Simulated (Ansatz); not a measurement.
```yaml
crystal:
  periodic: [false, false, false]
  atoms:
    - {symbol: N, position_ang: [0.126292, 0.687976, 1.256141]}
    - {symbol: C, position_ang: [0.683625, 0.192723, -0.060179]}
    - {symbol: Si, position_ang: [1.736628, -1.362679, 0.166048]}
    - {symbol: N, position_ang: [-0.383089, -0.214041, -0.929406]}
    - {symbol: C, position_ang: [-1.160027, 0.902302, -1.478682]}
    - {symbol: O, position_ang: [-2.246261, 1.193752, -0.621940]}
    - {symbol: In, position_ang: [-1.890466, -0.408475, 0.582699]}
    - {symbol: H, position_ang: [0.762615, 0.571643, 2.039085]}
    - {symbol: H, position_ang: [-0.110825, 1.674949, 1.195174]}
    - {symbol: H, position_ang: [1.292621, 0.987420, -0.517445]}
    - {symbol: H, position_ang: [2.411200, -1.699316, -1.107855]}
    - {symbol: H, position_ang: [0.833188, -2.465104, 0.597257]}
    - {symbol: H, position_ang: [2.764036, -1.175484, 1.236168]}
    - {symbol: H, position_ang: [-1.536044, 0.621218, -2.471657]}
    - {symbol: H, position_ang: [-0.510913, 1.787368, -1.602013]}
    - {symbol: H, position_ang: [-2.772581, -1.294242, 1.716598]}
basis:
  gaussian: {orbitals: def2-mTZVP, point_charges: [{charge: 0.50, position_ang: [6.402, 0.062, 0.680]}]}
total_charge: 1
magnetization: {spin_polarized: true, initial_magnetization: 5}
hamiltonian: {xc: {name: PBE-QIDH}}
```

```sh
$ ansatz run in.yaml --threads 2 --pin off --events-out ev --progress --plain --max-ram 20480MiB --backend cpu
```

It prints (some lines left out):

```
Functional definition: PBE-QIDH
1819 factors; integrals over basis functions are off by at most 9.3e-4 eV
mean field evaluation 1: about -20213.1218 eV, gradient 6.9e1 eV
mean field evaluation 2: about -20213.3091 eV, gradient 6.9e1 eV
mean field evaluation 4: about -20235.5038 eV, gradient 2.9e1 eV
mean field evaluation 8: about -20245.1211 eV, gradient 4.0e0 eV
mean field evaluation 16: about -20246.0557 eV, gradient 4.6e-1 eV
mean field evaluation 32: about -20246.1504 eV, gradient 8.1e-3 eV
mean field -20246.15036374 eV, -744.0323025339 hartree, gradient 9.7e-6 eV, S^2 8.774261; 6 other end points of the search recorded, 0 dependent functions left out
14 core orbitals not correlated: weight in the atoms' cores, before any rotation towards them, 1.000 or more for the frozen orbitals, at most 0.000 for the correlated occupied ones
reference -20246.15038890 eV, -744.0323034586 hartree; 27, 22 occupied and 144, 149 virtual orbitals, 1819 factors
second order -28.80191309 eV of doubles, -0.00000000 eV of singles
Total energy: -20255.75102660 eV, -744.3851203864 hartree
```

In this input the spin is set far too high for this molecule. The calculation finished and met its thresholds. The result belongs to that input, not to the molecule as meant.
